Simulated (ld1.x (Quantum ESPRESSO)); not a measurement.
phosphorus, TM: configuration errors across variants

| Item | Value |
| --- | --- |
| Element | P |
| Generator | ld1.x (Quantum ESPRESSO) 7.5 |
| Type | norm-conserving Troullier–Martins (Kleinman–Bylander form) |
| Functional | PBEsol |
| Relativity | scalar-relativistic |
| Frozen core | [Ne] |
| Valence charge | 5 |
| Reference configuration | 3s2 3p3 |
| Partial waves | 3s (bound): rc 1.15 bohr; 3p (bound): rc 1.60 bohr; 3d channel at 0.45 Ry: rc 1.55 bohr |
| Local potential | all-electron potential smoothed inside 1.35 bohr (lloc = -2) |
| Core correction | a·sin(br)/r model core, default radius (core density twice the valence density) |

All-electron excitation energies from the reference (eV): (1) 3s2 3p2 9.698; (2) 3s2 3p1 28.810; (3) 3s2 3p0 58.515; (4) 3s1 3p4 8.509; (5) 3s1 3p0 110.428; (6) 3s2 3p2.5 3.760; (7) 3s0 3p5 17.152.

Tests that are not counted but printed errors over 1 eV. “local potential all-electron potential smoothed inside 0.66 bohr (lloc = -2)”: 3s2 3p1 (solver errors, printed error -42.4 eV); 3s2 3p0 (solver errors, printed error -25.3 eV); 1 more.

A true bound ghost makes a file unfit for plane-wave use even where its test errors are small: the radial tests pick states by their node count and pass the ghost by. Where a test does run into it, the solver fails or the error is huge.

Errors AE − PS in meV (a dash: test not solved or not reliable):

| change | (1) | (2) | (3) | (4) | (5) | (6) | (7) | bound ghosts |
| --- | --- | --- | --- | --- | --- | --- | --- | --- |
| base | +4.0 | +30 | +103 | -2.3 | +213 | +0.6 | -10 | none |
| local potential all-electron potential smoothed inside 0.66 bohr (lloc = -2) | -42 | – | – | -15 | – | -13 | -8.4 | s |
| local potential all-electron potential smoothed inside 0.84 bohr (lloc = -2) | +6.1 | +45 | +168 | -1.4 | +373 | +1.0 | -9.1 | none |
| local potential all-electron potential smoothed inside 1.10 bohr (lloc = -2) | +4.6 | +34 | +118 | -2.0 | +246 | +0.7 | -9.9 | none |
| local potential all-electron potential smoothed inside 1.42 bohr (lloc = -2) | +3.9 | +29 | +101 | -2.3 | +209 | +0.6 | -10 | none |
| local potential all-electron potential smoothed inside 1.64 bohr (lloc = -2) | +3.5 | +26 | +92 | -2.5 | +190 | +0.5 | -11 | none |
| local potential all-electron potential smoothed inside 1.84 bohr (lloc = -2) | +2.7 | +21 | +78 | -2.7 | +163 | +0.4 | -12 | none |

Task: Give the same row for: local potential all-electron potential smoothed inside 1.22 bohr (lloc = -2).

Result: +4.1, +30, +106, -2.2, +218, +0.6, -10; bound ghosts: none.
